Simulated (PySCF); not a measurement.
Solvent effects on NMR parameters

Molfile (atoms numbered from 1):
```
C3H4NO2S
     RDKit          3D

 11 10  0  0  0  0  0  0  0  0999 V2000
   -1.4491   -0.3541   -0.2766 C   0  0  0  0  0  0  0  0  0  0  0  0
   -0.1518    0.8477    0.1261 S   0  0  0  0  0  6  0  0  0  0  0  0
   -0.4913    2.0297   -0.6889 O   0  0  0  0  0  0  0  0  0  0  0  0
   -0.2324    0.9370    1.5944 O   0  0  0  0  0  0  0  0  0  0  0  0
    1.3309    0.2353   -0.3977 C   0  0  0  0  0  0  0  0  0  0  0  0
    1.9658   -0.8061    0.2738 C   0  0  0  0  0  0  0  0  0  0  0  0
    2.5089   -1.6867    0.8277 N   0  0  0  0  0  0  0  0  0  0  0  0
   -1.2128   -1.3033    0.2233 H   0  0  0  0  0  0  0  0  0  0  0  0
   -1.4857   -0.4858   -1.3660 H   0  0  0  0  0  0  0  0  0  0  0  0
   -2.3970    0.0560    0.1004 H   0  0  0  0  0  0  0  0  0  0  0  0
    1.6196    0.5361   -1.4046 H   0  0  0  0  0  0  0  0  0  0  0  0
  1  2  1  0
  2  3  2  0
  2  4  2  0
  2  5  1  0
  5  6  1  0
  6  7  3  0
  1  8  1  0
  1  9  1  0
  1 10  1  0
  5 11  1  0
M  CHG  1   5  -1
M  END
```

GIAO PBE0/pcSseg-1 in PySCF 2.14.0 with density-fitted response routines on one PBE0-D3(BJ)/def2-SVP conformer, non-relativistic, equivalent nuclei averaged. Solvents enter as an IEF-PCM continuum (benzene with ε = 2.3, chloroform with ε = 4.7) around the gas-phase geometry. Shifts are referred to TMS, CS2 computed in the same medium.

Gas phase, δ in ppm: C6 130.1, C1 51.4, C5 36.5, S2 312.1, H8/H9/H10 2.26, H11 2.14. Dipole moment 4.93 D.

Question: How does each δ change in the continuum?

Answer: 
```tsv
atoms	environment	Δδ, benzene	Δδ, chloroform
C6	nitrile carbon	+2.0	+3.3
C1	methyl carbon bonded to S	+2.0	+2.9
C5	carbanion centre	-0.4	-0.5
S2	sulfone sulfur	+2.0	+3.2
H8/H9/H10	hydrogen on a methyl carbon bonded to S	+0.25	+0.39
H11	hydrogen on a carbanion centre	+0.22	+0.38
```

Changes are relative to the gas phase. The dipole moment becomes 5.65 D in benzene, 6.03 D in chloroform.

Question: Which nuclei move most (in ppm), and what does the model miss?

Answer: C6 (nitrile carbon, +3.3 ppm) and S2 (sulfone sulfur, +3.2 ppm) in chloroform. A continuum only polarises the solute; specific hydrogen bonds, the anisotropy of aromatic solvents and changes of geometry or conformer are outside it, as are counter-ions.
